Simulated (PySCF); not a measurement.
**`InChI=1S/C5H5Cl2F/c1-2-3-4(8)5(6)7/h3-5H,1H2/t4-/m0/s1`**

Cartesian coordinates in Å; atom numbers follow the order of the lines, from 1:
```xyz
13

C     2.248    0.769   -0.027
C     1.342   -0.150   -0.059
C     0.446   -1.089   -0.074
C    -1.028   -0.877    0.132
F    -1.734   -1.622   -0.793
C    -1.499    0.572    0.016
Cl   -0.925    1.333   -1.479
Cl   -0.931    1.487    1.422
H     2.741    1.044    0.891
H     2.544    1.302   -0.915
H     0.718   -2.120   -0.252
H    -1.338   -1.265    1.117
H    -2.590    0.616    0.003
```

Level of theory: PySCF, GIAO HF/pcSseg-1 magnetisability, rotational g tensor and spin-rotation constants, non-relativistic, gas phase. Geometry: GFN2-xTB.

(1) How diamagnetic is it, and how anisotropic?

(2) Split it along the inertial axes a, b, c into diamagnetic and paramagnetic parts about the centre of mass, with the quadrupole moment.

(3) And the rotational g tensor?

## Answers

(1) Isotropic -1465 × 10⁻³⁰ J/T², or -88.2 × 10⁻⁶ cm³/mol; principal values -1551, -1437, -1406 × 10⁻³⁰ J/T², anisotropy 132 × 10⁻³⁰ J/T² (root of half the summed squared differences of the principal values). The susceptibility is in cgs units.

(2) 
```csv
axis,χ (10⁻⁶ cm³/mol),diamagnetic (10⁻⁶ cm³/mol),paramagnetic (10⁻⁶ cm³/mol),summed x² of all electrons (Å²),quadrupole Θ (D Å)
a,-89.8,-896.0,806.2,139.3,-0.78
b,-85.4,-953.3,867.9,125.8,+0.14
c,-89.4,-1124.3,1035.0,85.4,+0.64
```
Anisotropies 2χaa − χbb − χcc = -4.8 and 2χbb − χaa − χcc = +8.3 × 10⁻⁶ cm³/mol. Θ is traceless in Buckingham's convention.

(3) 
| axis | rotational constant (GHz) | g | nuclear part | electronic part |
| --- | --- | --- | --- | --- |
| a | 1.4187 | -0.0114 | 0.5260 | -0.5373 |
| b | 1.3138 | -0.0135 | 0.5221 | -0.5357 |
| c | 1.1104 | -0.0095 | 0.5303 | -0.5399 |

Asymmetric top; isotopes 12C, 35Cl, 19F, 1H; no vibrational averaging.
